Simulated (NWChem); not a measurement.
System meant: SiH3S2F; SMILES S[SiH](S)F

Input file for NWChem:

```
start job
memory heap 200 mb stack 900 mb global 1100 mb
geometry units angstroms noautoz
  Si    -0.442214    -0.441657    -0.010611
  F     -1.865635     0.327527     0.132529
  S      0.694598     0.213966    -1.678134
  S      0.751243     0.055816     1.675660
  H     -0.790288    -1.877539    -0.148821
  H      0.131145    -0.677223    -2.524284
  H     -0.306005     0.077306     2.518880
end
basis spherical
  * library def2-svp
end
dft
  xc pbe0
  iterations 4
  mulliken
end
task dft energy
```

End of the output:

```
    Atom       Charge   Shell Charges
 -----------   ------   -------------------------------------------------------
    1 Si  14    13.70   2.00  1.93  0.68  0.34  5.81  1.23  1.07  0.64
    2 F    9     9.22   1.98  1.02  0.77  3.21  2.23  0.01
    3 S   16    15.99   2.00  1.95  0.98  0.68  5.81  1.90  2.61  0.06
    4 S   16    16.00   2.00  1.95  0.98  0.68  5.81  1.90  2.62  0.06
    5 H    1     1.10   0.65  0.42  0.03
    6 H    1     1.00   0.61  0.31  0.08
    7 H    1     0.99   0.61  0.31  0.08

 center of mass
 --------------
 x =  -0.01525109 y =  -0.00434982 z =   0.04575891

 moments of inertia (a.u.)
 ------------------
         735.957206808532          -0.000000000000           0.000000000000
          -0.000000000000         423.512315475535          -0.000000000000
           0.000000000000          -0.000000000000        1067.303021146620

     Multipole analysis of the density
     ---------------------------------

     L   x y z        total         alpha         beta         nuclear
     -   - - -        -----         -----         ----         -------
     0   0 0 0     -0.000000    -29.000000    -29.000000     58.000000

     1   1 0 0     -0.199428     -0.099714     -0.099714     -0.000000
     1   0 1 0      0.035055      0.017527      0.017527      0.000000
     1   0 0 1     -0.584077     -0.292039     -0.292039      0.000000

     2   2 0 0    -36.820692   -110.396453   -110.396453    183.972214
     2   1 1 0      0.633150      0.029628      0.029628      0.573894
     2   1 0 1      1.035364     -1.337141     -1.337141      3.709646
     2   0 2 0    -29.329695   -198.458972   -198.458972    367.588249
     2   0 1 1     -1.953107      1.137708      1.137708     -4.228522
     2   0 0 2    -34.057138    -32.005864    -32.005864     29.954591

 ------------------------------------------------------------------------
 dft energy failed                                                                                  0
 ------------------------------------------------------------------------
 ------------------------------------------------------------------------
  current input line :
    20: task dft energy
 ------------------------------------------------------------------------
 ------------------------------------------------------------------------
 This type of error is most commonly associated with calculations not reaching convergence criteria
 ------------------------------------------------------------------------
 For more information see the NWChem manual at https://nwchemgit.github.io

0:dft energy failed:Received an Error in Communication
```

### Question
Find the fault in this run and fix the input.

### Answer
Convergence was not reached. Cause: the SCF was allowed too few iterations. This input runs:
```
start job
memory heap 200 mb stack 900 mb global 1100 mb
geometry units angstroms noautoz
  Si    -0.442214    -0.441657    -0.010611
  F     -1.865635     0.327527     0.132529
  S      0.694598     0.213966    -1.678134
  S      0.751243     0.055816     1.675660
  H     -0.790288    -1.877539    -0.148821
  H      0.131145    -0.677223    -2.524284
  H     -0.306005     0.077306     2.518880
end
basis spherical
  * library def2-svp
end
dft
  xc pbe0
  iterations 150
  mulliken
end
task dft energy
```
It converges to -1186.72381 Ha (PBE0/def2-SVP).
